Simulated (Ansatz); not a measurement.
`C[O][In]([F])[F]` + CH₃SH → `C[S][In]([F])[F]` + CH₃OH at 298.15 K and 1 bar (ligand exchange at the In–O bond).

Gas-phase electronic energies from Ansatz, PBE0-D4/def2-TZVP geometries. CCSD(T)/CBS adds triple-zeta CCSD(T) − MP2 to the extrapolated MP2 energy (def2 sets, frozen cores). This one scheme is used for every species. def2 core potentials past Kr. For In outer-core shells are correlated without core-valence functions, which leaves a few kJ/mol of doubt a bond. Each species was taken in one conformer, which may not be the lowest.

```
           species  CCSD(T)/CBS energy (Eh)  H − E (kJ/mol)  S (J/(mol·K))
`C[O][In]([F])[F]`               -504.48097           139.7          381.8
             CH₃SH               -438.22835           133.0          253.2
`C[S][In]([F])[F]`               -827.12092           134.9          390.2
             CH₃OH               -115.61712           146.3          238.2
```

H − E and S are ideal-gas, rigid-rotor, harmonic terms from PBE0-D4/def2-TZVP, for one conformer and one mirror image of each species. 1 Eh = 2625.50 kJ/mol, R = 8.31446 J/(mol·K).

Problem. By hand: ΔE, ΔH, ΔS and ΔG.

Solution. ΔE = (-827.12092) + (-115.61712) − (-504.48097) − (-438.22835) = -0.02872 Eh = -75.4 kJ/mol. Δ(H − E) = 134.9 + 146.3 − 139.7 − 133.0 = 8.5, so ΔH = -66.9 kJ/mol. ΔS = 390.2 + 238.2 − 381.8 − 253.2 = -6.6 J/(mol·K). ΔG = -66.9 − 298.15 × (-6.6)/1000 = -64.9 kJ/mol.

Problem. By hand: the equilibrium constant, and the temperature at which ΔG would vanish if ΔH and ΔS stayed fixed.

Solution. log₁₀ K = −ΔG/(RT ln 10) = 11.4. ΔG = 0 at ΔH/ΔS = 10136 K, far beyond where these terms or the molecules hold.

The number of gas molecules stays the same, so ΔS is small and ΔH decides. A doubt of 5 kJ/mol in ΔE shifts log₁₀ K by 0.9 here. Other conformers and mirror images would add mixing entropy, several J/(mol·K) or more a flexible species. Modes under 60 cm⁻¹, often nearly free rotors, make the harmonic entropy too high. These are equilibria of isolated gas molecules and say nothing of rates. Largest T1 diagnostic: 0.017 (customary marks: 0.02 for closed shells, 0.045 for open ones).
